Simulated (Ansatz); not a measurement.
Mulliken charges of C2H5FSi (`F/C=C/[SiH3]`) from r2SCAN/def2-TZVPP in Ansatz (PBE0-D4/def2-TZVP geometry).

```csv
atom,x (Å),y (Å),z (Å),charge (e)
F1,-1.260,2.361,0.506,-0.188
C2,-0.578,1.355,-0.048,0.159
C3,-0.337,0.220,0.585,-0.244
Si4,0.614,-1.145,-0.229,0.325
H5,-0.264,1.600,-1.058,0.089
H6,-0.716,0.118,1.599,0.078
H7,1.844,-1.466,0.543,-0.072
H8,-0.207,-2.382,-0.316,-0.072
H9,0.993,-0.708,-1.598,-0.075
```

Task: By hand: the dipole of these point charges (1 e Å = 4.8032 D).

Result: Σ q r = (0.155, -0.172, -0.186) e Å, of length 0.297 e Å = 1.43 D.

Task: How does the dipole of the full density compare? (An estimate is asked.)

Result: The calculation gave: (0.058, -0.066, -0.068) e Å, 0.53 D; the point charges give 2.70 times that, at 1° from its direction.

Point charges leave out the atoms' own dipoles, such as those of lone pairs, and Mulliken's split depends on the basis, so the two needn't agree.
